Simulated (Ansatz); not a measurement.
BnFm: PBE-D4/def2-TZVPD single points in Ansatz on relaxed structures, gas phase. Each cluster is the lowest isomer that a short search found in that spin, judged at the geometry's level, and lower ones may exist. HOMO and LUMO are taken over both spins. A negative affinity means that the extra electron isn't bound at that geometry and level; within about 0.2 eV of zero the sign isn't settled. Binding counts from free atoms in the multiplicity of their measured ground term, without zero-point energy. Singlets are spin-restricted. The spins of the ions were chosen, not always searched. The structures are stationary points that may keep the symmetry of their start. Remarks come from the PBE and PBE0 runs and from stability tests at other levels; not every state was tested. A HOMO above zero means that the electron is unbound at that level and held by the basis, or that self-interaction error raises the level; the energy of removing that electron tells which.

```
species  atoms                         state          geometry  HOMO (eV)  LUMO (eV)  gap (eV)  vertical EA (eV)  binding per atom (eV)  point group (within 0.1 Å)                                                      remarks
   B3F2      5  doublet; reduced ion singlet   PBE-D4/def2-SVP      -4.93      -4.53      0.40              1.73                   4.60                         D∞h                                 HOMO above zero (-1 singlet)
   B3F3      6                       singlet  PBE0-D4/def2-SVP      -5.21      -4.18      1.03              1.27                   4.74                         C2v                                 HOMO above zero (-1 doublet)
   B2F4      6                       singlet  PBE0-D4/def2-SVP      -8.41      -3.08      5.33             -0.01                   5.21                          D2                                 HOMO above zero (-1 doublet)
   B4F2      6                       singlet   PBE-D4/def2-SVP      -6.02      -4.83      1.19              1.99                   4.75                         C2h  restricted SCF unstable in HF, HOMO above zero (-1 doublet)
```

The gap (eV) runs from 0.40 (B3F2) to 5.33 (B2F4). The vertical EA (eV) runs from -0.01 (B2F4) to 1.99 (B4F2). The binding per atom (eV) runs from 4.60 (B3F2) to 5.21 (B2F4).
